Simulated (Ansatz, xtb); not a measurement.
**Two isomers of CHFSSe**

We compare I, `F[C@@H]1S[Se]1`, a singlet, with II, `FC(S)=[Se]`, a singlet. Both are isolated molecules in the gas phase, relaxed with B3LYP/6-31G*; the shapes shown needn't be the lowest conformers.

I (Å):

```yaml
atoms:
  - { symbol: C, position_ang: [0.2161, 1.1929, 1.3313] }
  - { symbol: F, position_ang: [0.8431, 1.7081, 2.4088] }
  - { symbol: S, position_ang: [0.2683, -0.5851, 1.1115] }
  - { symbol: Se, position_ang: [1.3000, 0.8849, -0.2880] }
  - { symbol: H, position_ang: [-0.7379, 1.6871, 1.1599] }
```

II (Å):

```xyz
5

C     0.0778    0.7356    0.8847
F    -0.8465    1.2766    1.6845
S     1.7009    1.2357    1.3140
Se   -0.3332   -0.3571   -0.4460
H     1.3548    2.0249    2.3579
```

Quicker runs give these differences E(II) − E(I): GFN2-xTB +13.52 kcal/mol; HF/STO-3G +6.11 kcal/mol (at GFN2-xTB geometries); r2SCAN-D4/def2-SVP −6.07 kcal/mol (at GFN2-xTB geometries).

Question: Which of the two would you expect CCSD(T)/def2-TZVP electronic energies to favour?

Answer: Too close to call at this level: CCSD(T)/def2-TZVP gives E(II) − E(I) = +1.23 kcal/mol.

Level by level:

```csv
level,geometry,E(II) − E(I) (kcal/mol),departure from the last row (kcal/mol),"job, with rough time for the two"
GFN2-xTB,GFN2-xTB,+13.52,+12.29,"optimisation, 0.11 s"
HF/STO-3G,GFN2-xTB,+6.11,+4.88,"single point, 0.48 s"
r2SCAN-D4/def2-SVP,GFN2-xTB,−6.07,−7.30,"single point, 4.1 s"
B3LYP/6-31G*,B3LYP/6-31G*,−1.09,−2.32,"optimisation, 33 s"
HF/def2-TZVP,B3LYP/6-31G*,−0.15,−1.38,part of the CCSD(T) run
MP2/def2-TZVP,B3LYP/6-31G*,+1.60,+0.37,part of the CCSD(T) run
CCSD(T)/def2-TZVP,B3LYP/6-31G*,+1.23,,"single point, 2.5 min"
```

As drawn, II has 1 C=Se, 1 S–H in place of 1 S–Se, 1 C–Se, 1 C–H. Structure I has a 3-membered ring, II no ring.

r2SCAN-D4/def2-SVP, B3LYP/6-31G* put the two in the other order. HF/def2-TZVP finds them nearly level. The largest departure from CCSD(T)/def2-TZVP is that of GFN2-xTB, 12.29 kcal/mol.

With harmonic frequencies from B3LYP/6-31G* (ideal gas, rigid rotor, one conformer each, 298.15 K, 1 atm): on the last row, ΔE + ΔZPE = −0.76, ΔH = −0.52, ΔG = −1.04 kcal/mol.

The correlated steps freeze 16 core orbitals; the filled d shell of Se is correlated, in a basis made for valence electrons. Mirror images aren't counted in ΔG. Codes used: Ansatz 0.2.0, xtb 6.7.1; the last row on 1 thread of Arm Neoverse V2 on a shared host.
